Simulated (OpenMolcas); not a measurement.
Mo3+: ligand-field states by method

Mo3+ with 6 ligands (fluoride) in octahedral coordination (Oh) at 2 Å. A charge of +0.5 e stands 2.4 Å behind each ligand. Ligand basis ANO-RCC-VDZP.
```
Mo    0.0000    0.0000    0.0000
F     2.0000    0.0000    0.0000
F     0.0000    2.0000    0.0000
F    -2.0000    0.0000    0.0000
F     0.0000   -2.0000    0.0000
F     0.0000    0.0000    2.0000
F     0.0000    0.0000   -2.0000
```

```
Program             : OpenMolcas 26.06
Basis               : ANO-RCC-VDZP [6s5p3d1f]
Scalar Hamiltonian  : DKH2, point nucleus
Active space        : 3 electrons in 5 orbitals (4d)
State averaging     : 2S+1 = 4 even, 10 roots; 2S+1 = 2 even, 40 roots
Spin-orbit coupling : RASSI with atomic mean-field integrals over the reference wave functions
```

I. CASSCF
II. SS-CASPT2, IPEA 0.25 Eh, imaginary shift 0.1 Eh (closed shells correlated: 4s 4p and the ligand valence shells)

Spin-free states (labels of O, the rotations of Oh) in cm-1, each column counted from its own energy of the first state listed:

```
State  Degeneracy      I     II
  4A2           1      0      0
   2E           2  14626  11860
  2T1           3  15075  12050
  2T2           3  22691  18700
  4T2           3  25959  26190
  4T1           3  33780  32330
  2A1           1  37697  34870
  2T2           3  39890  37440
  2T1           3  40391  37760
   2E           2  42037  38470
  2T1           3  45539  41620
  2T2           3  50422  45230
  2A2           1  51958  45990
  4T1           3  55073  54570
   2E           2  62121  55140
  2T1           3  65599  63590
  2T2           3  66879  64980
  2T1           3  72376  68450
  2T2           3  86548  80350
   2E           2  96264  94330
```

From I to II, I's first state of the same spin (4T2) moves from 25959 to 26190 cm-1, by about +230 cm-1.

From I to II, I's first state of another spin (2E) moves from 14626 to 11860 cm-1, by about -2800 cm-1.

I: A least-squares ligand-field fit to the states below 45000 cm-1, each weighted by its degeneracy and with a free common offset, gives 10Dq = 25719 cm-1, B = 737 cm-1 and C = 2918 cm-1 (C/B = 3.96), with an rms deviation of 92 cm-1. The same method and metal basis give the free ion B = 802 cm-1 (fit to its terms below 60000 cm-1, rms deviation 39 cm-1), so the nephelauxetic ratio is β = 737 / 802 = 0.92; it hangs on how both fits weigh the states, and computed free-ion B values tend to be too large, so β mixes covalency with correlation.

II: A least-squares ligand-field fit to the states below 45000 cm-1, each weighted by its degeneracy and with a free common offset, gives 10Dq = 25753 cm-1, B = 557 cm-1 and C = 2359 cm-1 (C/B = 4.24), with an rms deviation of 208 cm-1. The same method and metal basis give the free ion B = 685 cm-1 (fit to its terms below 60000 cm-1, rms deviation 401 cm-1), so the nephelauxetic ratio is β = 557 / 685 = 0.81; it hangs on how both fits weigh the states, and computed free-ion B values tend to be too large, so β mixes covalency with correlation.

From I to II, 10Dq changes by 0 %, B by -24 % and C by -19 %.

χT at 300 K: I 1.77, II 1.77 cm3 K/mol.

Roots that are degenerate in the reference are averaged as groups; the widest CASPT2 spread within a group is 120 cm-1 (the 3-fold group of multiplicity 2 near 63600 cm-1 above the lowest state of its run, II). Shifts and gaps below about the spread of the groups concerned are not significant. Over all roots computed the reference weight is 0.71 in II; a low but even weight reflects the number of correlated electrons. The least metal-like active orbital is 83 % on the metal (Löwdin) and no ligand orbital is active, so the numbers are rough. Ligand-to-metal charge-transfer states are missing. With no ligand orbital active B as a rule stays too high, so bands that hang on it stand too high and its fall with covalency is understated. Without dynamic correlation the repulsion within the d shell is too large (B by tens of per cent), so at a given field states of lower spin stand too high (holds for I). With metal d orbitals alone the field can be off either way by tens of per cent (holds for I). With one d shell and no ligand orbital active, 10Dq can be off by a tenth or more (holds for II). No measured value stands beside these numbers; the geometry was imposed, not optimised, and the real ion may take another.
